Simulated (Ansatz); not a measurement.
The lowest singlet and triplet of NP (SMILES N#P); geometries from B3LYP-D3(BJ)/def2-TZVP, each state relaxed from the structure named, with no frequency check.
Singlet (charge 0, multiplicity 1):
```xyz
2

N      0.000     0.000    -1.011
P      0.000     0.000     0.472
```
Triplet (charge 0, multiplicity 3):
```xyz
2

N      0.0000     0.0000    -1.1142
P      0.0000     0.0000     0.5200
```

A positive gap puts the triplet lower; no zero-point energy. R- takes a restricted singlet. The triplet is unrestricted in single-reference levels. Active spaces average the two states.

Correlated levels freeze the cores.

Programs: Ansatz (Gaussian basis) for Hartree–Fock, density functionals and correlated methods. Values without a source in brackets are computed.

R-PBE/def2-TZVPP gives -77.45 kcal/mol for the gap E(singlet) − E(triplet), adiabatic.

Task: Where do these levels fall relative to PBE: R-r2SCAN/def2-TZVPP, R-B3LYP/def2-TZVPP, R-wB97M-V/def2-TZVPP, R-B2PLYP/def2-TZVPP, SC-NEVPT2 on SA-CASSCF(10,8)/cc-pV(Q+d)Z, FIC-MRCISD+Q on SA-CASSCF(10,8)/cc-pV(Q+d)Z.

Result: R-r2SCAN/def2-TZVPP 4.62; R-B3LYP/def2-TZVPP 2.11; R-wB97M-V/def2-TZVPP -3.94; R-B2PLYP/def2-TZVPP -6.22; SC-NEVPT2 on SA-CASSCF(10,8)/cc-pV(Q+d)Z 2.30; FIC-MRCISD+Q on SA-CASSCF(10,8)/cc-pV(Q+d)Z 3.63 kcal/mol. 4 of 6 lie above PBE; the widest gap is to R-B2PLYP/def2-TZVPP.

Ansatz is a first-principles code.
